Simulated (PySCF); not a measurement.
PySCF input (BP86/def2-TZVPD):

```python
from pyscf import gto, scf, dft

mol = gto.M(
    atom='''
    Tl   -0.00000000   -0.00000000   -0.47480352
    Cl    0.00000000    0.00000000    2.26229912
    ''',
    basis='def2-tzvpd',
    ecp='def2-tzvp',
    charge=-1,
    spin=1,
    symmetry='C2v',
    verbose=4,
)

mf = dft.UKS(mol, xc='bp86').density_fit(auxbasis='def2-universal-jkfit')
mf.grids.level = 3
mf.conv_tol = 1e-9
mf.max_cycle = 100
mf.max_memory = 1500
mf.kernel()
if not mf.converged:
    mf = mf.newton()
    mf.kernel(mf.make_rdm1())
mf.analyze()
```

Output:

```
ECP def2-tzvp not found for  Cl
PySCF version 2.14.0

[INPUT] verbose = 4
[INPUT] num. atoms = 2
[INPUT] num. electrons = 39
[INPUT] charge = -1
[INPUT] spin (= nelec alpha-beta = 2S) = 1
[INPUT] symmetry C2v subgroup None
[INPUT] Mole.unit = angstrom
[INPUT] Symbol           X                Y                Z      unit          X                Y                Z       unit  Magmom
[INPUT]  1 Tl     0.000000000000   0.000000000000  -0.474803520000 AA    0.000000000000   0.000000000000  -0.897248615779 Bohr   0.0
[INPUT]  2 Cl     0.000000000000   0.000000000000   2.262299120000 AA    0.000000000000   0.000000000000   4.275125748645 Bohr   0.0

nuclear repulsion = 69.0205261350521
point group symmetry = Coov, use subgroup C2v
symmetry origin: [ 0.00000000e+00  0.00000000e+00 -1.54263352e-09]
symmetry axis x: [1. 0. 0.]
symmetry axis y: [0. 1. 0.]
symmetry axis z: [0. 0. 1.]
num. orbitals of irrep A1 = 44
num. orbitals of irrep A2 = 10
num. orbitals of irrep B1 = 24
num. orbitals of irrep B2 = 24
number of shells = 34
number of NR pGTOs = 169
number of NR cGTOs = 102
basis = def2-tzvpd
ecp = def2-tzvp

******** <class 'pyscf.df.df_jk.DFSymAdaptedUKS'> ********
method = DFSymAdaptedUKS
initial guess = minao
damping factor = 0
level_shift factor = 0
DIIS = <class 'pyscf.scf.diis.CDIIS'>
diis_start_cycle = 1
diis_space = 8
diis_damp = 0
SCF conv_tol = 1e-09
SCF conv_tol_grad = None
SCF max_cycles = 100
direct_scf = False
number electrons alpha = 20  beta = 19
XC library pyscf.dft.libxc version 7.1.2
    S. Lehtola, C. Steigemann, M. J. T. Oliveira, and M. A. L. Marques,  SoftwareX 7, 1–5 (2018)
XC functionals = bp86
    A. D. Becke,  Phys. Rev. A 38, 3098 (1988)
    J. P. Perdew,  Phys. Rev. B 33, 8822 (1986)
    J. P. Perdew,  Phys. Rev. B 34, 7406–7406 (1986)
radial grids:
    Treutler-Ahlrichs [JCP 102, 346 (1995); DOI:10.1063/1.469408] (M4) radial grids

becke partition: Becke, JCP 88, 2547 (1988); DOI:10.1063/1.454033
pruning grids: <function nwchem_prune>
grids dens level: 3
symmetrized grids: C2v
atomic radii adjust function: <function treutler_atomic_radii_adjust>
small_rho_cutoff = 0
Freeze 0 electrons in irreps []
[...]
beta  HOMO (B1) = -0.0660484239760057  LUMO (B2) = 0.0731571819501653
  HOMO = 0.056752999666  LUMO = 0.0657877705997  gap/eV = 0.24585
Extra cycle  E= -633.025153077807  delta_E= -2.73e-12  |g|= 1.37e-06  |ddm|= 7.67e-06
converged SCF energy = -633.025153077807  <S^2> = 0.75126089  2S+1 = 2.0012605
**** SCF Summaries ****
Total Energy =                        -633.025153077806863
Nuclear Repulsion Energy =              69.020526135052080
One-electron Energy =                -1082.983093807198657
Two-electron Energy =                  380.937414594339771
Two-electron Coulomb Energy =          424.489232821883093
DFT Exchange-Correlation Energy =      -43.551818227543293
HOMO-LUMO gap [eV] =                     0.245848639480823
Wave-function symmetry = B1
alpha occupancy for each irrep:     A1   A2   B1   B2
                                    10    1    5    4
beta  occupancy for each irrep:     A1   A2   B1   B2
                                    10    1    4    4
**** MO energy ****
alpha MO #1 (A1 #1), energy= -100.47772165459 occ= 1
alpha MO #2 (A1 #2), energy= -8.94191496268886 occ= 1
alpha MO #3 (A1 #3), energy= -6.75946928631924 occ= 1
alpha MO #4 (B2 #1), energy= -6.75768449485942 occ= 1
alpha MO #5 (B1 #1), energy= -6.75713123139559 occ= 1
alpha MO #6 (A1 #4), energy= -4.65945668290374 occ= 1
alpha MO #7 (B2 #2), energy= -2.67193368393584 occ= 1
alpha MO #8 (A1 #5), energy= -2.6663934247467 occ= 1
alpha MO #9 (B1 #2), energy= -2.66486645777603 occ= 1
alpha MO #10 (A1 #6), energy= -0.498781804027822 occ= 1
alpha MO #11 (A1 #7), energy= -0.397637532971975 occ= 1
alpha MO #12 (B2 #3), energy= -0.396463474019321 occ= 1
alpha MO #13 (A2 #1), energy= -0.39540227743529 occ= 1
alpha MO #14 (B1 #3), energy= -0.389946624778096 occ= 1
alpha MO #15 (A1 #8), energy= -0.389045309585207 occ= 1
alpha MO #16 (A1 #9), energy= -0.19079481549583 occ= 1
alpha MO #17 (B2 #4), energy= -0.0695163298518855 occ= 1
alpha MO #18 (A1 #10), energy= -0.0689941732750412 occ= 1
alpha MO #19 (B1 #4), energy= -0.067867725502567 occ= 1
alpha MO #20 (B1 #5), energy= 0.0567529996659557 occ= 1
alpha MO #21 (B2 #5), energy= 0.0657877705997159 occ= 0
alpha MO #22 (A1 #11), energy= 0.0931953140030053 occ= 0
alpha MO #23 (A1 #12), energy= 0.111237232820395 occ= 0
alpha MO #24 (A2 #2), energy= 0.145673869593945 occ= 0
alpha MO #25 (B1 #6), energy= 0.148800613784098 occ= 0
alpha MO #26 (A1 #13), energy= 0.151144194716912 occ= 0
alpha MO #27 (A1 #14), energy= 0.161082571000729 occ= 0
alpha MO #28 (B2 #6), energy= 0.165331625773459 occ= 0
alpha MO #29 (B1 #7), energy= 0.186158100519124 occ= 0
alpha MO #30 (B2 #7), energy= 0.187506873016346 occ= 0
alpha MO #31 (A1 #15), energy= 0.188685481577133 occ= 0
alpha MO #32 (B1 #8), energy= 0.215507445115279 occ= 0
alpha MO #33 (B2 #8), energy= 0.223003440107797 occ= 0
alpha MO #34 (A1 #16), energy= 0.224099329018414 occ= 0
alpha MO #35 (A1 #17), energy= 0.315892430521222 occ= 0
alpha MO #36 (A2 #3), energy= 0.33258856623843 occ= 0
alpha MO #37 (A1 #18), energy= 0.334450729140942 occ= 0
alpha MO #38 (B1 #9), energy= 0.347192780352709 occ= 0
alpha MO #39 (B2 #9), energy= 0.350993806187383 occ= 0
alpha MO #40 (A2 #4), energy= 0.360727690094031 occ= 0
alpha MO #41 (A1 #19), energy= 0.364718520832918 occ= 0
alpha MO #42 (A1 #20), energy= 0.383681229903006 occ= 0
alpha MO #43 (A1 #21), energy= 0.410706784614476 occ= 0
alpha MO #44 (B1 #10), energy= 0.423534638914102 occ= 0
alpha MO #45 (B2 #10), energy= 0.427538616823176 occ= 0
alpha MO #46 (A1 #22), energy= 0.469619583474846 occ= 0
alpha MO #47 (B2 #11), energy= 0.626416950436905 occ= 0
alpha MO #48 (B1 #11), energy= 0.628681506696388 occ= 0
alpha MO #49 (A1 #23), energy= 0.680846318530855 occ= 0
alpha MO #50 (B1 #12), energy= 0.703547833554433 occ= 0
alpha MO #51 (B2 #12), energy= 0.705970888557826 occ= 0
alpha MO #52 (A2 #5), energy= 0.752716794258798 occ= 0
alpha MO #53 (A1 #24), energy= 0.752916865477618 occ= 0
alpha MO #54 (B2 #13), energy= 0.767623665243932 occ= 0
alpha MO #55 (B1 #13), energy= 0.76855736032043 occ= 0
alpha MO #56 (A1 #25), energy= 0.77635283043722 occ= 0
alpha MO #57 (B1 #14), energy= 0.818053176117259 occ= 0
alpha MO #58 (B2 #14), energy= 0.818409173756878 occ= 0
alpha MO #59 (A2 #6), energy= 0.837236507060381 occ= 0
alpha MO #60 (A1 #26), energy= 0.838329119102349 occ= 0
alpha MO #61 (A1 #27), energy= 0.853212153059854 occ= 0
alpha MO #62 (B2 #15), energy= 0.921054769295357 occ= 0
alpha MO #63 (B1 #15), energy= 0.924546915359202 occ= 0
alpha MO #64 (A1 #28), energy= 0.988077222437904 occ= 0
alpha MO #65 (A2 #7), energy= 1.01732287467408 occ= 0
alpha MO #66 (A1 #29), energy= 1.020765581765 occ= 0
alpha MO #67 (B1 #16), energy= 1.03729695942115 occ= 0
alpha MO #68 (B2 #16), energy= 1.03837972993375 occ= 0
alpha MO #69 (A1 #30), energy= 1.0534130482158 occ= 0
alpha MO #70 (A1 #31), energy= 1.31180492666138 occ= 0
alpha MO #71 (A2 #8), energy= 2.03710511671184 occ= 0
alpha MO #72 (A1 #32), energy= 2.03719901183946 occ= 0
alpha MO #73 (B2 #17), energy= 2.05630306431765 occ= 0
alpha MO #74 (B1 #17), energy= 2.05835653876204 occ= 0
alpha MO #75 (A1 #33), energy= 2.13098346658678 occ= 0
alpha MO #76 (B2 #18), energy= 2.15762504719138 occ= 0
alpha MO #77 (B1 #18), energy= 2.16019554460426 occ= 0
alpha MO #78 (A2 #9), energy= 2.16947725352014 occ= 0
alpha MO #79 (A1 #34), energy= 2.16965219653262 occ= 0
alpha MO #80 (B1 #19), energy= 2.18820335696768 occ= 0
alpha MO #81 (B2 #19), energy= 2.18830413193427 occ= 0
alpha MO #82 (A1 #35), energy= 2.22372482527394 occ= 0
alpha MO #83 (B1 #20), energy= 2.22836457517598 occ= 0
alpha MO #84 (B2 #20), energy= 2.22836661654796 occ= 0
alpha MO #85 (A2 #10), energy= 2.25862443650071 occ= 0
alpha MO #86 (A1 #36), energy= 2.25884686515736 occ= 0
alpha MO #87 (B2 #21), energy= 2.40137913357798 occ= 0
alpha MO #88 (B1 #21), energy= 2.40402259710033 occ= 0
alpha MO #89 (B2 #22), energy= 2.4411334444265 occ= 0
alpha MO #90 (B1 #22), energy= 2.44282394070234 occ= 0
alpha MO #91 (A1 #37), energy= 2.55398363589403 occ= 0
alpha MO #92 (A1 #38), energy= 2.61164393035664 occ= 0
alpha MO #93 (A1 #39), energy= 2.81993219621208 occ= 0
alpha MO #94 (B2 #23), energy= 10.788549839007 occ= 0
alpha MO #95 (B1 #23), energy= 10.7893546883146 occ= 0
alpha MO #96 (A1 #40), energy= 10.9387400713391 occ= 0
alpha MO #97 (A1 #41), energy= 24.9606191457759 occ= 0
alpha MO #98 (A1 #42), energy= 34.9819465985812 occ= 0
alpha MO #99 (B2 #24), energy= 35.9662316303999 occ= 0
alpha MO #100 (B1 #24), energy= 35.9670588456711 occ= 0
alpha MO #101 (A1 #43), energy= 36.0250599584911 occ= 0
alpha MO #102 (A1 #44), energy= 129.686262069743 occ= 0
[...]
```
